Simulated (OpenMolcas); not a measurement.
# Fe7+, Ru7+, Os7+: d down the group

```yaml
Program: OpenMolcas 26.06
Method: CASSCF
Basis: ANO-R2
Scalar_Hamiltonian: X2C, finite nucleus
Spin-orbit_coupling: state interaction with AMFI integrals over the reference wave functions, term energies averaged over their components
```

Active space for each ion: 1 electron in 5 orbitals (d).

Computed levels in cm-1 above ²D_3/2:

```tsv
Level	Fe7+	Ru7+	Os7+
²D_5/2	1773	4201	13687
weight of ²D in the lowest level (%)	100	100	100
```

Measured, with the error of the calculation in %. Measured levels: Fe7+ from Corliss and Sugar, J. Phys. Chem. Ref. Data 11, 135 (1982).

```
 Level         Fe7+
²D_5/2  1836 (-3.5)
```

The fine-structure level ²D_5/2 changes by a factor of 7.72 from Fe7+ to Os7+.

With one active electron the reference holds no correlation, so core polarisation is missing. Measured partners are found by configuration, term and J. A level has none where our copy of the source lacks it or the pairing is in doubt (some pairs that miss far off the trend of their configuration count as doubtful), and it then counts in no deviation. Only configurations of the active space appear.
